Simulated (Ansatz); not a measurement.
Steps of a relaxation of `FC1[BH][Al]([F])[SiH2]1` with RKS PBE0-D4/def2-TZVP.

```sh
$ ansatz run in.yaml --threads 4 --pin off --events-out ev --progress --plain --max-ram 10444MiB
```

```yaml
crystal:
  periodic: [false, false, false]
  atoms:
    - {symbol: F, position_ang: [-0.169615, 0.741528, 2.239294]}
    - {symbol: C, position_ang: [-0.449293, 0.364186, 0.943571]}
    - {symbol: B, position_ang: [-0.641880, -1.106767, 0.560582]}
    - {symbol: Al, position_ang: [-0.507387, -0.871489, -1.527296]}
    - {symbol: F, position_ang: [-1.013942, -1.385114, -3.042137]}
    - {symbol: Si, position_ang: [0.979718, 0.739596, -0.472177]}
    - {symbol: H, position_ang: [-1.164111, 1.098213, 0.479883]}
    - {symbol: H, position_ang: [-0.365579, -2.014784, 1.320053]}
    - {symbol: H, position_ang: [1.119469, 2.239923, -0.464883]}
    - {symbol: H, position_ang: [2.295519, 0.143508, -0.033990]}
basis:
  gaussian: {orbitals: def2-TZVP}
hamiltonian: {xc: pbe0, dispersion: d4}
relax: {f_tol: 0.005, max_steps: 150}
```

Positions (Å) and forces (eV/Å) along the path, 11 of 11 steps:

```xyz
10
step=1 energy=-21676.5968 eV
F    -0.170    0.742    2.239   -0.114   -0.056   -0.265
C    -0.449    0.364    0.944   -0.044    0.072   -0.437
B    -0.642   -1.107    0.561    0.095   -0.095    0.425
Al   -0.507   -0.871   -1.527   -0.176   -0.142   -0.745
F    -1.014   -1.385   -3.042    0.260    0.261    0.824
Si    0.980    0.740   -0.472    0.076    0.151    0.310
H    -1.164    1.098    0.480    0.339   -0.348    0.328
H    -0.366   -2.015    1.320   -0.128    0.373   -0.279
H     1.119    2.240   -0.465   -0.034   -0.334   -0.044
H     2.296    0.144   -0.034   -0.273    0.118   -0.117
10
step=2 energy=-21676.6348 eV
F    -0.173    0.729    2.227    0.001    0.018    0.019
C    -0.437    0.353    0.932    0.060    0.078   -0.209
B    -0.651   -1.111    0.566    0.082   -0.090    0.093
Al   -0.497   -0.857   -1.518   -0.144   -0.153   -0.523
F    -1.000   -1.372   -3.018    0.152    0.162    0.492
Si    0.982    0.747   -0.467   -0.073    0.042    0.181
H    -1.156    1.075    0.490    0.094   -0.107    0.066
H    -0.391   -2.003    1.325   -0.088    0.110   -0.073
H     1.116    2.233   -0.484   -0.011   -0.094   -0.015
H     2.290    0.155   -0.049   -0.073    0.034   -0.030
10
step=3 energy=-21676.6464 eV
F    -0.161    0.723    2.223    0.022    0.013    0.089
C    -0.415    0.346    0.926    0.125    0.016   -0.084
B    -0.636   -1.115    0.561   -0.134   -0.116    0.042
Al   -0.478   -0.859   -1.525   -0.010    0.020   -0.011
F    -1.002   -1.364   -3.000    0.008   -0.004   -0.001
Si    0.976    0.755   -0.459   -0.026    0.026    0.019
H    -1.139    1.058    0.490   -0.085    0.012   -0.054
H    -0.446   -2.003    1.335    0.022   -0.008    0.010
H     1.100    2.234   -0.495    0.021    0.051   -0.007
H     2.283    0.173   -0.052    0.058   -0.011   -0.001
10
step=4 energy=-21676.6495 eV
F    -0.154    0.719    2.219    0.017    0.021    0.093
C    -0.409    0.340    0.921    0.112    0.043   -0.008
B    -0.653   -1.122    0.567   -0.010   -0.080   -0.020
Al   -0.482   -0.854   -1.519    0.029    0.037    0.067
F    -0.991   -1.362   -2.995   -0.033   -0.037   -0.094
Si    0.977    0.762   -0.458   -0.025   -0.004   -0.005
H    -1.140    1.047    0.488   -0.081    0.018   -0.049
H    -0.461   -2.008    1.343   -0.030   -0.013    0.011
H     1.104    2.241   -0.498   -0.003    0.026   -0.003
H     2.292    0.184   -0.063    0.024   -0.011    0.007
10
step=5 energy=-21676.6520 eV
F    -0.144    0.716    2.220    0.011    0.008    0.038
C    -0.396    0.337    0.920    0.064    0.042    0.023
B    -0.660   -1.127    0.570    0.021   -0.037   -0.021
Al   -0.481   -0.850   -1.517    0.039    0.033    0.079
F    -0.982   -1.364   -2.994   -0.035   -0.034   -0.092
Si    0.979    0.770   -0.459   -0.012    0.002   -0.002
H    -1.142    1.035    0.490   -0.039   -0.003   -0.027
H    -0.492   -2.013    1.351   -0.039   -0.011    0.004
H     1.103    2.251   -0.504   -0.006    0.000   -0.004
H     2.299    0.195   -0.073   -0.004   -0.001    0.002
10
step=6 energy=-21676.6558 eV
F    -0.109    0.704    2.224   -0.006   -0.016   -0.073
C    -0.357    0.324    0.918   -0.030    0.006    0.081
B    -0.675   -1.141    0.579    0.052    0.008    0.039
Al   -0.469   -0.843   -1.511    0.031    0.020    0.057
F    -0.959   -1.368   -2.990   -0.020   -0.018   -0.048
Si    0.982    0.796   -0.462    0.023   -0.008   -0.011
H    -1.141    0.996    0.499    0.035   -0.051    0.018
H    -0.601   -2.033    1.374   -0.034    0.076   -0.065
H     1.094    2.278   -0.529   -0.015   -0.033    0.004
H     2.318    0.236   -0.100   -0.036    0.016   -0.003
10
step=7 energy=-21676.6563 eV
F    -0.098    0.707    2.222   -0.017   -0.014    0.026
C    -0.345    0.317    0.924    0.031    0.015   -0.117
B    -0.677   -1.143    0.580    0.037   -0.024    0.091
Al   -0.466   -0.838   -1.506    0.041    0.013    0.028
F    -0.961   -1.363   -2.984   -0.021   -0.018   -0.053
Si    0.990    0.799   -0.463   -0.042   -0.016    0.022
H    -1.141    0.970    0.496    0.031    0.023    0.032
H    -0.637   -2.036    1.374   -0.023    0.028   -0.035
H     1.087    2.281   -0.542   -0.010   -0.014    0.011
H     2.331    0.255   -0.098   -0.028    0.006   -0.004
10
step=8 energy=-21676.6574 eV
F    -0.089    0.699    2.223    0.004    0.000    0.015
C    -0.336    0.316    0.921   -0.034   -0.007   -0.035
B    -0.680   -1.142    0.582    0.023   -0.023    0.040
Al   -0.461   -0.842   -1.508    0.004    0.004    0.013
F    -0.954   -1.370   -2.986   -0.005   -0.007   -0.020
Si    0.987    0.802   -0.466    0.015    0.010    0.013
H    -1.133    0.973    0.501    0.019   -0.007    0.016
H    -0.658   -2.034    1.377   -0.012    0.035   -0.030
H     1.077    2.285   -0.537   -0.001   -0.011   -0.005
H     2.330    0.261   -0.104   -0.012    0.006   -0.008
10
step=9 energy=-21676.6577 eV
F    -0.082    0.693    2.225    0.001    0.002    0.003
C    -0.331    0.314    0.922   -0.006    0.004    0.008
B    -0.682   -1.144    0.584   -0.010   -0.012    0.006
Al   -0.459   -0.842   -1.507    0.006    0.003    0.005
F    -0.946   -1.372   -2.987   -0.003   -0.004   -0.005
Si    0.986    0.805   -0.465    0.012    0.004   -0.012
H    -1.131    0.971    0.508    0.009   -0.014    0.005
H    -0.679   -2.034    1.379    0.002    0.020   -0.014
H     1.073    2.288   -0.543   -0.002   -0.007    0.003
H     2.332    0.269   -0.113   -0.008    0.004    0.002
10
step=10 energy=-21676.6577 eV
F    -0.075    0.688    2.227    0.003   -0.001   -0.007
C    -0.327    0.312    0.923   -0.004    0.005    0.003
B    -0.686   -1.143    0.583    0.004    0.000   -0.004
Al   -0.458   -0.842   -1.508   -0.006   -0.001    0.002
F    -0.941   -1.377   -2.987    0.002    0.001    0.003
Si    0.986    0.808   -0.467    0.006   -0.002    0.007
H    -1.128    0.969    0.512   -0.003   -0.002   -0.001
H    -0.692   -2.032    1.379   -0.001    0.000    0.000
H     1.069    2.290   -0.545   -0.001    0.000   -0.001
H     2.333    0.275   -0.114    0.001    0.001   -0.002
10
step=11 energy=-21676.6577 eV
F    -0.074    0.689    2.226    0.000    0.000    0.000
C    -0.327    0.312    0.923    0.002   -0.001   -0.001
B    -0.686   -1.143    0.583   -0.002    0.000    0.000
Al   -0.458   -0.841   -1.507   -0.001   -0.001   -0.001
F    -0.941   -1.377   -2.987    0.001    0.001    0.001
Si    0.987    0.807   -0.467   -0.001    0.002    0.002
H    -1.128    0.968    0.512    0.000    0.000   -0.001
H    -0.693   -2.032    1.379    0.001   -0.001    0.000
H     1.069    2.290   -0.545    0.001    0.000   -0.001
H     2.335    0.276   -0.114    0.000    0.000    0.000
```

Hardware: 4 threads of an Arm Neoverse V2 on a shared host. Wall time 42 s, peak host memory 0.64 GiB.
